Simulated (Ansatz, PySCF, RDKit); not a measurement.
Complex: NH3 (SMILES N) (first 4 atoms) with C2H6O (SMILES CCO); geometry from B3LYP-D3(BJ)/def2-TZVP, rigid monomers moved along the line of their centres of mass till N1···H13 is 2.69 Å.
(charge 0, multiplicity 1):
```json
[
 {"atom": "N", "x (Å)": "0.0276", "y (Å)": "-0.0664", "z (Å)": "0.4609"},
 {"atom": "H", "x (Å)": "-0.9204", "y (Å)": "-0.3453", "z (Å)": "0.2349"},
 {"atom": "H", "x (Å)": "0.2749", "y (Å)": "0.7025", "z (Å)": "-0.1520"},
 {"atom": "H", "x (Å)": "0.6387", "y (Å)": "-0.8444", "z (Å)": "0.2399"},
 {"atom": "C", "x (Å)": "-0.1389", "y (Å)": "-1.2377", "z (Å)": "5.0033"},
 {"atom": "C", "x (Å)": "-0.5211", "y (Å)": "0.2264", "z (Å)": "4.8268"},
 {"atom": "O", "x (Å)": "0.3630", "y (Å)": "0.9265", "z (Å)": "3.9734"},
 {"atom": "H", "x (Å)": "-0.8110", "y (Å)": "-1.7358", "z (Å)": "5.7075"},
 {"atom": "H", "x (Å)": "0.8820", "y (Å)": "-1.3202", "z (Å)": "5.3802"},
 {"atom": "H", "x (Å)": "-0.1927", "y (Å)": "-1.7708", "z (Å)": "4.0508"},
 {"atom": "H", "x (Å)": "-1.5567", "y (Å)": "0.2973", "z (Å)": "4.4636"},
 {"atom": "H", "x (Å)": "-0.4875", "y (Å)": "0.7373", "z (Å)": "5.7919"},
 {"atom": "H", "x (Å)": "0.2566", "y (Å)": "0.5765", "z (Å)": "3.0675"}
]
```

Counterpoise-corrected where a basis set is named; no monomer relaxation. Rows marked so take none. RDKit's UFF carries no charges.

Cores are frozen in the correlated methods. Rows in 6-31G* carry no dispersion term and start afresh at each structure (6-31G* with six Cartesian d functions).

Programs: Ansatz (a program for electronic structure); PySCF for 6-31G* rows; RDKit for the force fields. 

**Question.** Predict the interaction energy from UFF.

**Answer.** -0.3 kcal/mol

**Question.** Give the interaction energy at the level M06-2X/6-31G* (no counterpoise).

**Answer.** -5.4 kcal/mol

**Question.** Predict the interaction energy from CCSD(T)/aug-cc-pVDZ.

**Answer.** -3.9 kcal/mol
